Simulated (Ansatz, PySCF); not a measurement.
System: 3,3-difluorooxetane, C3H4F2O, net charge 0, singlet state. 
Geometry from a B3LYP-D3(BJ)/def2-TZVP (Ansatz, an electronic-structure program) optimisation:
```
C
F 1 1.3588
F 1 1.3588 2 106.92
C 1 1.5273 2 115.63 3 -130.34
H 4 1.0909 1 114.58 2 -2.06
H 4 1.0909 5 111.11 1 -131.83
O 4 1.4483 5 112.47 6 -127.09
C 7 1.4483 4 92.89 5 -116.82
H 8 1.0909 7 112.47 4 -116.82
H 8 1.0909 9 111.11 7 127.09
```

Dipole moments at this geometry, in debye (magnitudes).

| level | program | dipole (D) |
|---|---|---|
| HF/def2-TZVPD | PySCF | 0.45 |
| SVWN5/def2-TZVPD | Ansatz | 0.41 |
| B97M-V/def2-TZVPD | Ansatz | 0.41 |
| B3LYP/def2-TZVPD | Ansatz | 0.42 |
| PBE0/def2-TZVPD | Ansatz | 0.42 |
| BHLYP/def2-TZVPD | Ansatz | 0.45 |
| r2SCANh/def2-TZVPD | Ansatz | (withheld) |
| M06-2X/def2-TZVPD | PySCF | 0.43 |
| CCSD(T)/aug-cc-pVDZ | Ansatz | (withheld) |

**Question.** Complete the blanks.

**Answer.** 
- r2SCANh/def2-TZVPD, dipole (D): 0.41
- CCSD(T)/aug-cc-pVDZ, dipole (D): 0.39
